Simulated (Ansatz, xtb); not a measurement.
# Ligand exchange: BBrCl2 + SiH3F → BCl2F + SiH3Br

Gas-phase species: BBrCl2 (bromodichloroborane) `ClB(Cl)Br`, singlet; SiH3F `F[SiH3]`, singlet; BCl2F (dichlorofluoroborane) `FB(Cl)Cl`, singlet; SiH3Br `[SiH3]Br`, singlet. The partners trade Br for F: B–Br and Si–F bonds give way to B–F and Si–Br.

Shapes, held fixed at every level: PBE0-D4/def2-TZVP. Programs: Ansatz 0.2.0, xtb 6.7.1. The zero-point and thermal change to 298 K, harmonic and unscaled (PBE0-D4/def2-TZVP), is +0.7 kJ/mol.

Problem. Estimate ΔH(298 K) of this reaction.

Solution. The highest level, CCSD(T)/def2-TZVPP, gives ΔH(298 K) = -28.6 kJ/mol; the levels span -43.1 to +27.0. They disagree on the sign: 1 of 9 are positive. The column of differences is taken from that level and isn't an error. No measured value is set beside it here. Relativity is left out for Br. Outer-core shells of Br are correlated, in sets that cover them unevenly.

```csv
level,kind,ΔH(298 K) (kJ/mol),less CCSD(T)/def2-TZVPP
GFN1-xTB,semi-empirical,+27.0,+55.6
HF/def2-TZVPP,Hartree–Fock,-43.1,-14.5
PBE-D4/def2-TZVPP,GGA,-33.0,-4.4
B3LYP-D4/def2-TZVPP,global hybrid,-31.5,-2.9
wB97M-V/def2-TZVPP,range-separated hybrid,-34.9,-6.3
wB97X-V/def2-TZVPP,range-separated hybrid,-34.2,-5.6
MP2/def2-TZVPP,perturbation theory,-21.8,+6.8
CCSD/def2-TZVPP,coupled cluster or CI,-30.8,-2.2
CCSD(T)/def2-TZVPP,coupled cluster or CI,-28.6,0.0
```
